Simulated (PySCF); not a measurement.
Record of a relaxation.

Species: InEt2(SiH3), C4H13InSi.
Bonds: In1–C2, In1–C9, In1–Si16, C2–C3, C9–C10. Hydrogens: H4, H5 on C2; H6, H7, H8 on C3; H11, H12 on C9; H13, H14, H15 on C10; H17, H18, H19 on Si16.

Computed by this run: PySCF, PBE0-D3(BJ)/def2-SVP geometry optimisation, gas phase, def2 core potentials past Kr; density fitting, grid level 1; the optimiser is geomeTRIC in internal coordinates, started from a GFN2-xTB structure with every atom displaced at random (about 0.03 Å). 7 of its 25 geometries are shown. The frame can shift and turn from step to step; on so coarse a grid that alone can change the energy by a few meV, and forces under 0.02 eV/Å are noise.

Step 0: E = -17396.3937 eV, largest atomic force 3.257 eV/Å
```
atom  x, y, z in Å  |  force x, y, z in eV/Å
In1    -0.108   -0.326    0.030   -0.365   1.988   0.018
C2      2.102   -0.184   -0.013    0.469   1.031  -1.266
C3      2.630   -0.634    1.310    2.713   1.406   0.005
H4      2.538    0.863   -0.229   -1.051  -1.204   0.137
H5      2.502   -0.828   -0.839   -0.290   0.240   0.450
H6      3.772   -0.590    1.323   -0.931  -0.056  -0.092
H7      2.373    0.015    2.145   -0.479   0.188   0.340
H8      2.424   -1.633    1.548   -0.725  -1.965   0.559
C9     -1.234    1.797    0.082    0.375  -1.996  -2.547
C10    -1.772    2.104   -1.339   -1.865   0.540   0.882
H11    -0.546    2.544    0.369    1.218   1.062   0.580
H12    -2.037    1.779    0.764   -1.250  -0.172   1.266
H13    -2.354    3.111   -1.410    0.854  -1.362   0.240
H14    -1.001    2.155   -2.077    0.952   0.115  -0.783
H15    -2.494    1.324   -1.699    0.356   0.422   0.266
Si16   -1.496   -2.486    0.044   -0.090  -0.472  -0.296
H17    -0.796   -3.547   -0.752    0.038  -0.003  -0.027
H18    -2.864   -2.381   -0.559    0.027   0.183  -0.010
H19    -1.702   -3.090    1.387    0.044   0.054   0.279
```

Step 4: E = -17397.0252 eV, largest atomic force 0.064 eV/Å
```
atom  x, y, z in Å  |  force x, y, z in eV/Å
In1    -0.103   -0.157    0.017   -0.002  -0.050  -0.004
C2      2.087   -0.177    0.005   -0.015   0.023   0.058
C3      2.682   -0.655    1.328   -0.048  -0.014  -0.033
H4      2.431    0.842   -0.236    0.013  -0.020   0.000
H5      2.413   -0.831   -0.821   -0.002   0.010  -0.010
H6      3.785   -0.657    1.306    0.008  -0.003   0.013
H7      2.382   -0.018    2.177    0.021   0.017  -0.005
H8      2.364   -1.682    1.574    0.020  -0.003  -0.003
C9     -1.227    1.720    0.025    0.005   0.043  -0.022
C10    -1.799    2.050   -1.352   -0.009   0.019   0.011
H11    -0.559    2.525    0.372    0.003  -0.003  -0.006
H12    -2.036    1.636    0.768   -0.004  -0.014   0.002
H13    -2.379    2.990   -1.344    0.003  -0.017   0.000
H14    -1.010    2.176   -2.112   -0.003  -0.002  -0.001
H15    -2.477    1.262   -1.719   -0.003   0.006   0.000
Si16   -1.434   -2.398    0.011    0.007   0.028  -0.005
H17    -0.749   -3.499   -0.743    0.003  -0.003   0.002
H18    -2.802   -2.240   -0.584   -0.001  -0.014   0.001
H19    -1.633   -2.895    1.414    0.001  -0.002   0.002
```

Step 8: E = -17397.0300 eV, largest atomic force 0.082 eV/Å
```
atom  x, y, z in Å  |  force x, y, z in eV/Å
In1    -0.102   -0.112   -0.003   -0.018   0.034   0.007
C2      2.086   -0.140    0.064    0.049  -0.023  -0.061
C3      2.666   -0.726    1.348    0.004  -0.004   0.030
H4      2.458    0.883   -0.106   -0.019   0.014   0.024
H5      2.414   -0.737   -0.805   -0.003   0.006   0.003
H6      3.769   -0.759    1.325   -0.003  -0.001  -0.014
H7      2.391   -0.135    2.237   -0.014  -0.017  -0.001
H8      2.322   -1.758    1.525   -0.007   0.018   0.003
C9     -1.227    1.768   -0.053    0.005  -0.026   0.026
C10    -1.891    2.063   -1.394    0.000  -0.014  -0.020
H11    -0.536    2.578    0.232   -0.019   0.005  -0.006
H12    -1.989    1.702    0.743    0.021   0.024  -0.003
H13    -2.463    3.007   -1.370    0.003   0.004   0.000
H14    -1.158    2.160   -2.212   -0.007   0.001   0.009
H15    -2.600    1.272   -1.688    0.003  -0.006  -0.004
Si16   -1.354   -2.393    0.033    0.018  -0.034   0.015
H17    -0.576   -3.485   -0.639   -0.007   0.001  -0.001
H18    -2.710   -2.361   -0.606   -0.001   0.017  -0.003
H19    -1.562   -2.834    1.454   -0.004   0.001  -0.003
```

Step 12: E = -17397.0561 eV, largest atomic force 0.130 eV/Å
```
atom  x, y, z in Å  |  force x, y, z in eV/Å
In1    -0.009    0.147    0.002    0.112  -0.019   0.064
C2      2.156    0.130    0.345   -0.074  -0.074   0.045
C3      2.573   -0.990    1.295   -0.008   0.043  -0.058
H4      2.487    1.117    0.705    0.001   0.004  -0.003
H5      2.619   -0.010   -0.648    0.005   0.014   0.003
H6      3.670   -1.082    1.374    0.010  -0.002   0.034
H7      2.187   -0.831    2.315    0.023   0.018   0.012
H8      2.190   -1.970    0.966    0.034  -0.012  -0.016
C9     -1.198    1.943   -0.334   -0.065  -0.003  -0.086
C10    -2.217    1.807   -1.462   -0.009   0.021   0.052
H11    -0.517    2.791   -0.510    0.026  -0.017  -0.018
H12    -1.706    2.156    0.623   -0.018  -0.009   0.017
H13    -2.824    2.721   -1.584   -0.006  -0.004   0.005
H14    -1.737    1.616   -2.435    0.004   0.000  -0.010
H15    -2.919    0.976   -1.284    0.004   0.009  -0.004
Si16   -1.048   -2.241    0.138   -0.029   0.050  -0.035
H17    -0.055   -3.289   -0.271   -0.010  -0.011  -0.003
H18    -2.274   -2.444   -0.701   -0.003  -0.001   0.002
H19    -1.440   -2.554    1.553    0.004  -0.003   0.000
```

Step 16: E = -17397.0807 eV, largest atomic force 0.109 eV/Å
```
atom  x, y, z in Å  |  force x, y, z in eV/Å
In1     0.050    0.167    0.060   -0.008  -0.026  -0.060
C2      2.114    0.370    0.745    0.006   0.083  -0.010
C3      2.774   -0.917    1.216    0.049  -0.025   0.054
H4      2.120    1.137    1.540   -0.003  -0.004   0.006
H5      2.670    0.823   -0.094   -0.003  -0.022  -0.005
H6      3.834   -0.768    1.485   -0.010   0.012  -0.009
H7      2.278   -1.328    2.110   -0.023  -0.019  -0.023
H8      2.747   -1.705    0.447   -0.007  -0.003  -0.002
C9     -1.118    1.864   -0.676   -0.015  -0.009   0.108
C10    -2.422    1.495   -1.369   -0.006  -0.003  -0.030
H11    -0.467    2.469   -1.329    0.006   0.000  -0.011
H12    -1.313    2.493    0.213    0.013   0.015  -0.027
H13    -3.001    2.386   -1.669    0.000  -0.001  -0.004
H14    -2.253    0.902   -2.282    0.003  -0.001   0.006
H15    -3.077    0.890   -0.720   -0.006   0.003   0.003
Si16   -1.062   -2.188    0.087   -0.010  -0.029  -0.001
H17    -0.077   -3.307   -0.084    0.007   0.010   0.004
H18    -2.097   -2.353   -0.986    0.003   0.007   0.001
H19    -1.763   -2.437    1.392    0.005   0.012   0.001
```

Step 20: E = -17397.0834 eV, largest atomic force 0.039 eV/Å
```
atom  x, y, z in Å  |  force x, y, z in eV/Å
In1     0.053    0.144    0.015    0.006   0.006   0.021
C2      2.079    0.413    0.795   -0.021  -0.024  -0.006
C3      2.786   -0.872    1.204   -0.005   0.011  -0.007
H4      1.992    1.109    1.648    0.013   0.009  -0.003
H5      2.650    0.959    0.025    0.004   0.004   0.005
H6      3.808   -0.685    1.579   -0.002  -0.002   0.008
H7      2.243   -1.405    2.000    0.001   0.000   0.006
H8      2.878   -1.579    0.363    0.006  -0.001  -0.006
C9     -1.108    1.832   -0.747   -0.003   0.015  -0.036
C10    -2.467    1.478   -1.337    0.005   0.000   0.013
H11    -0.473    2.344   -1.491   -0.002  -0.004   0.000
H12    -1.209    2.547    0.087   -0.004  -0.011   0.016
H13    -3.011    2.369   -1.695   -0.001  -0.002   0.001
H14    -2.377    0.792   -2.195   -0.002  -0.004  -0.003
H15    -3.118    0.977   -0.602    0.000   0.003   0.001
Si16   -1.015   -2.228    0.080    0.004   0.019  -0.008
H17    -0.007   -3.335   -0.001    0.002  -0.003   0.000
H18    -2.012   -2.453   -1.018    0.000  -0.008   0.000
H19    -1.754   -2.414    1.374   -0.003  -0.009  -0.002
```

Step 24: E = -17397.0840 eV, largest atomic force 0.027 eV/Å
```
atom  x, y, z in Å  |  force x, y, z in eV/Å
In1     0.068    0.168   -0.002   -0.004  -0.004  -0.014
C2      2.076    0.452    0.814    0.011   0.011   0.023
C3      2.796   -0.834    1.200   -0.003  -0.004  -0.002
H4      1.962    1.119    1.687   -0.004   0.000  -0.002
H5      2.657    1.032    0.077   -0.004  -0.003  -0.009
H6      3.789   -0.639    1.640    0.003   0.001  -0.004
H7      2.226   -1.418    1.941    0.001   0.001   0.000
H8      2.952   -1.496    0.333   -0.004   0.001   0.004
C9     -1.123    1.814   -0.811    0.002  -0.012   0.021
C10    -2.519    1.426   -1.277   -0.005   0.002  -0.002
H11    -0.535    2.259   -1.633   -0.002   0.003   0.001
H12    -1.165    2.589   -0.026    0.004   0.007  -0.009
H13    -3.078    2.288   -1.681    0.000   0.000   0.000
H14    -2.493    0.660   -2.070    0.000   0.002   0.003
H15    -3.126    1.008   -0.458    0.000  -0.002  -0.001
Si16   -0.962   -2.222    0.060    0.001  -0.012   0.002
H17     0.071   -3.309    0.029    0.001   0.002  -0.002
H18    -1.914   -2.487   -1.068    0.003   0.004  -0.004
H19    -1.744   -2.416    1.329    0.002   0.002  -0.002
```

**Question.** Summarise the path.

**Answer.** The energy falls by 66.60 kJ/mol from step 0 to step 24; nine tenths of that is first reached at step 2. It never rises by more than 0.2 meV. The largest force goes from 3.257 to 0.027 eV/Å. Among the bonds In1–C9 changes most, from 2.404 to 2.187 Å; the atoms move by 1.258 Å rms after alignment.

**Question.** Follow the three bonds and two angles with the largest change from start to end.

**Answer.** 
```
step  E above end (kJ/mol)  largest force (eV/Å)  In1–C9 (Å)  C10–H13 (Å)  C3–H8 (Å)  In1–C2–H4 (°)  C2–In1–C9 (°)
   0                 66.60                 3.257       2.404        1.165      1.047          116.0          114.3
   1                  9.96                 0.756       2.207        1.108      1.100          111.8          117.9
   2                  6.56                 0.192       2.187        1.102      1.104          109.4          120.4
   3                  5.83                 0.108       2.196        1.104      1.104          108.1          121.4
   4                  5.67                 0.064       2.188        1.105      1.103          107.8          121.4
   5                  5.57                 0.044       2.190        1.104      1.102          107.8          121.3
   6                  5.51                 0.036       2.191        1.104      1.102          107.9          121.2
   7                  5.41                 0.038       2.191        1.104      1.102          108.2          121.3
   8                  5.20                 0.082       2.192        1.104      1.103          108.7          121.6
   9                  4.76                 0.159       2.191        1.104      1.104          109.8          122.7
  10                  4.64                 0.224       2.189        1.104      1.105          111.1          124.0
  11                  4.05                 0.157       2.187        1.104      1.104          110.7          123.8
  13                  2.22                 0.176       2.181        1.104      1.102          108.8          124.8
  14                  1.42                 0.160       2.183        1.104      1.101          107.9          124.8
  15                  0.36                 0.113       2.187        1.104      1.101          107.1          123.7
  16                  0.31                 0.109       2.188        1.104      1.102          107.2          122.6
  17                  0.21                 0.056       2.188        1.104      1.102          107.2          121.6
  18                  0.15                 0.048       2.187        1.104      1.102          107.0          121.2
  19                  0.10                 0.052       2.186        1.104      1.102          106.7          121.2
  20                  0.05                 0.039       2.186        1.104      1.102          106.3          121.4
  21                  0.02                 0.030       2.186        1.104      1.102          106.1          121.9
  22                  0.00                 0.032       2.186        1.104      1.102          106.0          122.3
  23                  0.01                 0.027       2.187        1.104      1.102          106.0          122.6
  24                  0.00                 0.027       2.187        1.104      1.102          106.2          122.8
```

The cost below is that of the whole optimisation. Hardware: one thread of an Arm Neoverse V1, shared host with 64 logical CPUs at a one-minute load of 23. Cost: 6.4 min, 0.66 GiB resident at most.
